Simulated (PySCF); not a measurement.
A PySCF script (with the pyscf-properties extension) for the NMR shieldings of `InChI=1S/C5H14FN3Si/c6-2-1-5(3-7)4-8-10-9-5/h8-9H,1-4,7,10H2/t5-/m1/s1`, on a GFN2-xTB geometry:

```python
import basis_set_exchange as bse
import numpy as np
from pyscf import gto, dft
from pyscf.prop import nmr

atoms = """
N     1.999210   -1.095176   -1.252247
C     0.599001   -1.332881   -0.945655
C    -0.005891   -0.091490   -0.268168
C    -1.517699   -0.268829   -0.018243
C    -1.869779   -1.296978    1.045939
F    -3.234416   -1.330588    1.222645
C     0.195527    1.156230   -1.144336
N     0.185102    2.292487   -0.246900
Si    0.787417    1.880305    1.308485
N     0.724254    0.199472    0.946624
H     2.453973   -0.718380   -0.425502
H     2.460531   -1.962372   -1.503042
H     0.448781   -2.201635   -0.281991
H     0.074066   -1.529689   -1.885274
H    -2.007929   -0.550636   -0.952196
H    -1.910386    0.698180    0.301992
H    -1.576941   -2.312823    0.760763
H    -1.442639   -1.038835    2.020705
H     1.144901    1.057358   -1.681912
H    -0.612749    1.247091   -1.876393
H     0.369834    3.168681   -0.704573
H    -0.158500    2.401370    2.298798
H     2.180524    2.181766    1.652975
H     0.702075   -0.532863    1.635061
"""
names = dict.fromkeys(["N", "C", "F", "Si", "H"], "pcSseg-1")
basis = {el: gto.basis.parse(bse.get_basis(n, elements=[el], fmt="nwchem")) for el, n in names.items()}
mol = gto.M(atom=atoms, basis=basis, charge=0, verbose=0)
mf = dft.RKS(mol, xc="PBE0")
mf.grids.level = 2
mf.grids.alignment = dft.numint.BLKSIZE   # the property module wants whole blocks of grid points
mf.conv_tol = 1e-9
mf.kernel()

calc = nmr.RKS(mf)   # GIAO
C = mf.mo_coeff
Co = C[:, mf.mo_occ > 0]
resp = mf.gen_response(singlet=True, hermi=2)
def vind(x):   # induced exchange potential for any number of trial vectors
    d = np.einsum("pi,xij,qj->xpq", C, 2 * x.reshape(-1, C.shape[1], Co.shape[1]), Co, optimize=True)
    return np.einsum("xpq,pi,qj->xij", resp(d - d.transpose(0, 2, 1)), C, Co, optimize=True).ravel()
mo1, _ = nmr.rhf.solve_mo1(calc, with_cphf=vind)
sigma = calc.kernel(mo1)
for i, s in enumerate(sigma):   # ppm
    w = np.linalg.eigvalsh((s + s.T) / 2)
    print("%2d %-2s iso %8.1f  s11 %8.1f  s22 %8.1f  s33 %8.1f" % (i, mol.atom_pure_symbol(i), w.mean(), *w))
```

Q: Give the expected output.

A: 
```
 0 N  iso    237.7  s11    200.9  s22    242.5  s33    269.6
 1 C  iso    136.2  s11    125.1  s22    132.2  s33    151.3
 2 C  iso    126.5  s11    117.0  s22    120.7  s33    141.7
 3 C  iso    144.7  s11    115.6  s22    147.6  s33    171.1
 4 C  iso    102.8  s11     60.8  s22     81.8  s33    165.7
 5 F  iso    432.5  s11    402.5  s22    435.9  s33    459.1
 6 C  iso    134.1  s11    114.1  s22    136.8  s33    151.5
 7 N  iso    252.5  s11    193.1  s22    253.9  s33    310.5
 8 Si iso    375.0  s11    353.2  s22    354.4  s33    417.4
 9 N  iso    230.2  s11    176.6  s22    225.7  s33    288.2
10 H  iso     30.5  s11     21.5  s22     32.8  s33     37.2
11 H  iso     31.2  s11     23.1  s22     27.6  s33     43.0
12 H  iso     28.7  s11     22.4  s22     29.7  s33     33.9
13 H  iso     29.0  s11     24.6  s22     28.6  s33     33.8
14 H  iso     30.2  s11     26.2  s22     29.0  s33     35.4
15 H  iso     28.9  s11     24.0  s22     30.4  s33     32.4
16 H  iso     26.8  s11     21.1  s22     28.6  s33     30.8
17 H  iso     27.0  s11     21.5  s22     27.9  s33     31.4
18 H  iso     27.3  s11     21.0  s22     27.7  s33     33.1
19 H  iso     29.0  s11     24.7  s22     27.9  s33     34.3
20 H  iso     32.0  s11     22.3  s22     28.3  s33     45.3
21 H  iso     26.2  s11     22.4  s22     23.7  s33     32.6
22 H  iso     26.3  s11     22.2  s22     23.7  s33     33.1
23 H  iso     32.5  s11     24.9  s22     29.3  s33     43.3
```

These numbers come from an equivalent density-fitted implementation of the same equations, which agrees with the script to about 0.01 ppm for H and up to a few tenths of a ppm for heavy atoms, so last digits may differ.

Q: Turn these shieldings into chemical shifts. δ = σ(ref) − σ, references computed at the same level: NH3 for ¹⁵N (σref 267.73); ¹³C (σref 186.93), ²⁹Si (σref 349.16), ¹H (σref 31.72) vs TMS; CFCl3 for ¹⁹F (σref 170.95).

A: Averaging equivalent atoms: N 9: 37.6; N 0: 30.1; N 7: 15.2; C 4: 84.1; C 2: 60.4; C 6: 52.8; C 1: 50.7; C 3: 42.2; F 5: -261.5; Si 8: -25.9; H 21: 5.47; H 22: 5.39; H 16: 4.89; H 17: 4.75; H 18: 4.41; H 12: 3.06; H 15: 2.81; H 19: 2.74; H 13: 2.74; H 14: 1.53; H 10/11: 0.86; H 20: -0.25; H 23: -0.79 ppm. Unscaled 19F shifts against computed CFCl3 carry errors that often reach 10 to 50 ppm. Experimental scales use liquid or dissolved standards, which lie at an offset from isolated NH3 (liquid NH3: subtract about 20 ppm).

Size and cost of the density-fitted run: 247 basis functions, 75 s wall time on 1 thread of an Arm Neoverse V1, shared host; peak memory 1.2 GiB.
